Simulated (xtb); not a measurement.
bis(trichlorosilyl)methane (CH2Cl6Si2), singlet, from a rough starting geometry; xtb with GFN2-xTB.

xtb was given this input:
```
$ xtb mol.xyz --gfn 2 --opt vtight --json

# file mol.xyz
11

Cl     3.17121389    -0.17447373    -1.06175724
Si     1.54807751     0.52442439    -0.07996724
Cl     2.00597592     0.97026358     1.81298938
Cl     0.96331351     2.29927709    -0.99847173
C      0.15030167    -0.63242479    -0.23877912
Si    -1.60756871    -0.19545078     0.30302660
Cl    -2.35728537     1.00402255    -1.17738033
Cl    -1.55071252     0.71649120     2.12675301
Cl    -2.74960174    -1.87824406     0.35788670
H      0.45470476    -1.62951669     0.36607189
H      0.10467610    -1.00206596    -1.23172011
```

The log (banner, timings and long lists left out):

```
   ID    Z sym.   atoms
    1   17 Cl     1, 3, 4, 7-9
    2   14 Si     2, 6
    3    6 C      5
    4    1 H      10, 11

           -------------------------------------------------
          |                Calculation Setup                |
           -------------------------------------------------

           -------------------------------------------------
          |                 G F N 2 - x T B                 |
           -------------------------------------------------

          ...................................................
          :                      SETUP                      :
          :.................................................:
          :  # basis functions                  86          :
          :  # atomic orbitals                  78          :
          :  # shells                           28          :
          :  # electrons                        56          :
          :  max. iterations                   250          :
          :  Hamiltonian                  GFN2-xTB          :
          :  restarted?                      false          :
          :  GBSA solvation                  false          :
          :  PC potential                    false          :
          :  electronic temp.          300.0000000     K    :
          :  accuracy                    1.0000000          :
          :  -> integral cutoff          0.2500000E+02      :
          :  -> integral neglect         0.1000000E-07      :
          :  -> SCF convergence          0.1000000E-05 Eh   :
          :  -> wf. convergence          0.1000000E-03 e    :
          :  Broyden damping             0.4000000          :
          :  net charge                          0          :
          :  unpaired electrons                  0          :
          ...................................................

 iter      E             dE          RMSdq      gap      omega  full diag
   1    -34.0025777 -0.340026E+02  0.642E+00    7.46       0.0  T
   2    -34.1744535 -0.171876E+00  0.394E+00    5.80       1.0  T
   3    -34.2359327 -0.614792E-01  0.215E+00    6.59       1.0  T
   4    -34.2390694 -0.313669E-02  0.148E+00    5.85       1.0  T
   5    -34.2553401 -0.162707E-01  0.587E-01    6.12       1.0  T
   6    -34.2552035  0.136638E-03  0.345E-01    6.29       1.0  T
   7    -34.2562207 -0.101724E-02  0.116E-01    6.22       1.0  T
   8    -34.2562977 -0.769537E-04  0.665E-02    6.21       1.0  T
   9    -34.2563166 -0.189241E-04  0.328E-02    6.21       1.0  T
  10    -34.2562670  0.496161E-04  0.802E-02    6.19       1.0  T
  11    -34.2563077 -0.406672E-04  0.417E-02    6.20       1.0  T
  12    -34.2563227 -0.150669E-04  0.728E-03    6.21       4.1  T
  13    -34.2563228 -0.530083E-07  0.628E-03    6.20       4.8  T
  14    -34.2563230 -0.202528E-06  0.359E-03    6.21       8.4  T
  15    -34.2563231 -0.879989E-07  0.109E-03    6.21      27.5  T
  16    -34.2563231 -0.166737E-08  0.970E-04    6.21      31.1  T
  17    -34.2563231 -0.678953E-08  0.270E-04    6.21     111.6  T

   *** convergence criteria satisfied after 17 iterations ***

         :::::::::::::::::::::::::::::::::::::::::::::::::::::
         ::                     SUMMARY                     ::
         :::::::::::::::::::::::::::::::::::::::::::::::::::::
         :: total energy             -34.159014046988 Eh    ::
         :: gradient norm              0.102528439045 Eh/a0 ::
         :: HOMO-LUMO gap              6.205860737056 eV    ::
         ::.................................................::
         :: SCC energy               -34.256239988251 Eh    ::
         :: -> isotropic ES            0.058688021182 Eh    ::
         :: -> anisotropic ES          0.000739925314 Eh    ::
         :: -> anisotropic XC          0.000940288286 Eh    ::
         :: -> dispersion             -0.018819109136 Eh    ::
         :: repulsion energy           0.097225941263 Eh    ::
[...]
 * total energy  :   -34.1713117 Eh     change       -0.1231362E-06 Eh
 * total energy  :   -34.1713118 Eh     change       -0.1209905E-06 Eh
 * total energy  :   -34.1713119 Eh     change       -0.1175936E-06 Eh
 * total energy  :   -34.1713120 Eh     change       -0.1146242E-06 Eh
 * total energy  :   -34.1713121 Eh     change       -0.1116014E-06 Eh
 * total energy  :   -34.1713122 Eh     change       -0.1091882E-06 Eh
 * total energy  :   -34.1713123 Eh     change       -0.1075407E-06 Eh
 * total energy  :   -34.1713124 Eh     change       -0.1064797E-06 Eh
 * total energy  :   -34.1713125 Eh     change       -0.1048011E-06 Eh
 * total energy  :   -34.1713126 Eh     change       -0.1031323E-06 Eh
 * total energy  :   -34.1713127 Eh     change       -0.1011061E-06 Eh
 * total energy  :   -34.1713128 Eh     change       -0.9918557E-07 Eh
   *** GEOMETRY OPTIMIZATION CONVERGED AFTER 67 ITERATIONS ***
         :: total energy             -34.171312848684 Eh    ::
[...]
        29                         -0.2050581              -5.5799 (LUMO)
        30                         -0.2045938              -5.5673
        31                         -0.1909742              -5.1967
        32                         -0.1840491              -5.0082
        33                         -0.1805812              -4.9139
        34                         -0.1686406              -4.5889
        35                         -0.1219578              -3.3186
        36                         -0.0929632              -2.5297
        37                         -0.0412391              -1.1222
        38                         -0.0404290              -1.1001
        39                         -0.0383389              -1.0433
       ...                                ...                  ...
        78                          0.8668638              23.5886
      -------------------------------------------------------------
                  HL-Gap            0.2344614 Eh            6.3800 eV
             Fermi-level           -0.3222888 Eh           -8.7699 eV

     #   Z          covCN         q      C6AA      α(0)
     1  17 Cl       0.813    -0.176   104.571    15.643
     2  14 Si       3.312     0.560   116.170    21.782
     3  17 Cl       0.813    -0.166   104.251    15.620
     4  17 Cl       0.813    -0.167   104.297    15.623
     5   6 C        3.594    -0.244    26.163     7.406
     6  14 Si       3.312     0.560   116.171    21.782
     7  17 Cl       0.813    -0.166   104.251    15.620
     8  17 Cl       0.813    -0.167   104.297    15.623
     9  17 Cl       0.813    -0.176   104.571    15.643
    10   1 H        0.925     0.071     2.072     2.251
    11   1 H        0.925     0.071     2.072     2.251

 Mol. C6AA /au·bohr⁶  :       8146.108039
 Mol. C8AA /au·bohr⁸  :     373547.391539
 Mol. α(0) /au        :        149.243919

Wiberg/Mayer (AO) data.
largest (>0.10) Wiberg bond orders for each atom

 ---------------------------------------------------------------------------
     #   Z sym  total        # sym  WBO       # sym  WBO       # sym  WBO
 ---------------------------------------------------------------------------
     1  17 Cl   1.285 --     2 Si   1.111
     2  14 Si   4.263 --     3 Cl   1.131     4 Cl   1.129     1 Cl   1.111
                             5 C    0.869
     3  17 Cl   1.302 --     2 Si   1.131
     4  17 Cl   1.300 --     2 Si   1.129
     5   6 C    3.981 --    10 H    0.967    11 H    0.967     6 Si   0.869
                             2 Si   0.869
     6  14 Si   4.263 --     7 Cl   1.131     8 Cl   1.129     9 Cl   1.111
                             5 C    0.869
     7  17 Cl   1.302 --     6 Si   1.131
     8  17 Cl   1.300 --     6 Si   1.129
     9  17 Cl   1.285 --     6 Si   1.111
    10   1 H    0.995 --     5 C    0.967
    11   1 H    0.995 --     5 C    0.967
 ---------------------------------------------------------------------------

Topologies differ in total number of bonds
Writing topology from bond orders to xtbtopo.mol

molecular dipole:
                 x           y           z       tot (Debye)
 q only:        0.107      -0.518      -0.178
   full:        0.066      -0.318      -0.109       0.872
molecular quadrupole (traceless):
                xx          xy          yy          xz          yz          zz
 q only:       -3.024      -1.346       1.880       0.643       0.513       1.144
  q+dip:       -3.335      -1.494       2.246       0.633       0.698       1.088
   full:       -2.778      -1.275       1.985       0.520       0.667       0.792

optimized geometry written to: xtbopt.xyz

           -------------------------------------------------
          | TOTAL ENERGY              -34.171312848684 Eh   |
          | GRADIENT NORM               0.000025200162 Eh/α |
          | HOMO-LUMO GAP               6.380019668486 eV   |
           -------------------------------------------------
```
